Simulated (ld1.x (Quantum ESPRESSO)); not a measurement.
Ranking TM potentials for xenon

All share these settings but for the change named:

```
Element                 : Xe
Generator               : ld1.x (Quantum ESPRESSO) 7.5
Type                    : norm-conserving Troullier–Martins (Kleinman–Bylander form)
Functional              : LDA (PZ)
Relativity              : fully relativistic
Frozen core             : [Kr] 4d10
Valence charge          : 8
Reference configuration : 5s2 5p6
Partial waves           : 5p (bound): rc 1.70 bohr; 5s (bound): rc 1.40 bohr
Local potential         : the s channel
Core correction         : none
```

Open shells are filled in proportion to 2j + 1 (rel_dist='average').

Cutoff: the first of the cutoffs (Ry, on a coarse ladder) from which the occupation-weighted sum of valence levels, in a spherical-Bessel basis at the reference potential, stays within 10 and 1 mRy of its value at 400 Ry; the density cutoff is not measured.

The base gives 70 Ry.

Of 9 variants that were run, those that failed, showed a ghost or another fault, or gave nearly equal values are left out.

A variant can come out equal or close to the base.

(1) Rank these variants from softest to hardest (loose cutoff).
A. wave 5p (bound): rc 1.70 bohr becomes 5p (bound): rc 2.02 bohr
B. all radii scaled by about 1.23 (s 1.72, p 2.10 bohr)
C. wave 5s (bound): rc 1.40 bohr becomes 5s (bound): rc 1.68 bohr

Results:

(1) B (35 Ry), C (40 Ry), A (70 Ry).
